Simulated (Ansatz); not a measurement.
CH₃BSTe, SMILES `[TeH]B1CS1`, charge 0, multiplicity 1.

Give a relaxed structure at PBE0-D4/def2-TZVP (Ansatz 0.2.0). (Estimate.)

Computed: 
```xyz
7

Te   -0.5329   -1.5531   -1.7719
B     0.1935   -0.5718   -0.0624
C     0.2485    0.6893    0.8045
S     1.2147   -0.8047    1.3375
H    -1.4107   -0.2430   -2.2856
H     0.8622    1.5370    0.5139
H    -0.5753    0.9463    1.4641
```
Point group Cs.
